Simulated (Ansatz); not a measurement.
Two members of one family (Ga oxide hydroxide), computed with Ansatz in the gas phase. The two geometries come from different levels. Binding counts from free atoms in the multiplicity of their measured ground term, without zero-point energy. A dash marks a value that wasn't run or was left out as unsound. The structures are stationary points that may keep the symmetry of their start. Remarks come from the PBE and PBE0 runs and from stability tests at other levels; not every state was tested. A HOMO above zero means that the electron is unbound at that level and held by the basis, or that self-interaction error raises the level; the energy of removing that electron tells which.

First: GaO2H (singlet, charge 0, B3LYP-D4/def2-TZVP geometry).

```xyz
4

Ga   -0.502    0.032    0.328
O    -1.665    0.362    1.456
O     0.645   -0.392   -0.936
H     1.522   -0.002   -0.848
```

```tsv
level	HOMO (eV)	LUMO (eV)	gap (eV)	vertical EA (eV)	binding per atom (eV)
PBE-D4/def2-TZVP	-6.39	-3.08	3.32	–	3.39
r2SCAN-D4/def2-TZVPD	-6.73	-2.96	3.77	0.68	3.27
B97M-V/def2-TZVP	-6.66	-2.96	3.70	–	3.21
PBE0-D4/def2-TZVP	-7.80	-2.15	5.65	–	3.13
PBE0-D4/def2-TZVPD	-7.87	-2.33	5.53	0.66	3.14
```

Remarks: HOMO above zero (-1 doublet).

Second: GaO3H3 (singlet, charge 0, PBE-D4/def2-SVP geometry).

```xyz
7

Ga    0.137   -0.064   -0.166
O     1.826   -0.353   -0.682
O    -1.137   -0.383   -1.392
O    -0.144    0.514    1.519
H    -2.030   -0.206   -1.047
H     2.437   -0.152    0.052
H    -1.089    0.645    1.716
```

Task: What does the change do? Estimate second minus first.

Result: 
```json
{"level": "PBE-D4/def2-TZVP", "Δ HOMO (eV)": "-0.76", "Δ LUMO (eV)": "1.00", "Δ gap (eV)": "1.76", "Δ vertical EA (eV)": "–", "Δ binding per atom (eV)": "0.34"}
{"level": "r2SCAN-D4/def2-TZVPD", "Δ HOMO (eV)": "-0.92", "Δ LUMO (eV)": "1.02", "Δ gap (eV)": "1.94", "Δ vertical EA (eV)": "-0.55", "Δ binding per atom (eV)": "0.41"}
{"level": "B97M-V/def2-TZVP", "Δ HOMO (eV)": "-0.94", "Δ LUMO (eV)": "1.02", "Δ gap (eV)": "1.96", "Δ vertical EA (eV)": "–", "Δ binding per atom (eV)": "0.41"}
{"level": "PBE0-D4/def2-TZVP", "Δ HOMO (eV)": "-1.08", "Δ LUMO (eV)": "1.00", "Δ gap (eV)": "2.08", "Δ vertical EA (eV)": "–", "Δ binding per atom (eV)": "0.45"}
{"level": "PBE0-D4/def2-TZVPD", "Δ HOMO (eV)": "-1.12", "Δ LUMO (eV)": "0.84", "Δ gap (eV)": "1.96", "Δ vertical EA (eV)": "-0.53", "Δ binding per atom (eV)": "0.45"}
```

Remarks: HOMO above zero (-1 doublet).
